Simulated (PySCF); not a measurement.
# Co²⁺ (cobalt, charge +2): UHF calculation

Configuration: [Ar] 3d7, high-spin 4F determinant. All numbers are calculated (PySCF 2.14, the spin-free X2C one-electron Hamiltonian (Gaussian nucleus), in aug-cc-pVDZ-DK (7s6p4d2f, 59 functions)).

| Property | Result |
| --- | --- |
| Total energy | -1391.051544 hartree |
| One-electron energy | -1908.8332 hartree |
| Hartree (Coulomb) energy | 576.1289 hartree |
| Exchange energy | -58.3472 hartree |
| ⟨S²⟩ | 3.7536 |
| ⟨L²⟩ | 12.025 |
| Sum of ⟨r⟩ | 15.44 bohr |
| Sum of ⟨r²⟩ | 15.66 bohr² |
| Langevin diamagnetic susceptibility | -12.4 ×10⁻⁶ cm³/mol |

```tsv
shell	electrons	mean orbital energy (hartree)	spread (hartree)	rms radius, mean of both spins (bohr)
1s α	1	-286.46130	0	0.0648
1s β	1	-286.45911	0	0.0648
2s α	1	-36.19733	0	0.276
2s β	1	-36.09490	0	0.276
2p α	3	-30.97040	0	0.249
2p β	3	-30.86819	0	0.249
3s α	1	-5.45296	0	0.832
3s β	1	-5.17288	0	0.832
3p α	3	-3.89580	0	0.889
3p β	3	-3.55846	0	0.889
3d α	5	-1.40293	0.05089	1.13
3d β	2	-1.26907	0	1.13
```

Densities and radii are taken from the X2C orbitals without a picture-change correction, which distorts them close to the nucleus.

Spin-orbit constants ζ (cm⁻¹) from the X2C one-electron operator on these orbitals: bare nucleus, nucleus screened by l(l+1)(2l+1)/3 electrons, and screened by the Breit-Pauli mean field of the electrons.

```csv
shell,bare,screened nucleus,mean field
2p,83830,77620,74820
3p,10280,9518,9113
3d,972.9,612.6,554.3
```

To first order the Landé constant is A = -184.8 cm⁻¹, so the lowest level has J = 9/2 and lies 0.103 eV below the centre of the term. This holds in LS coupling only.
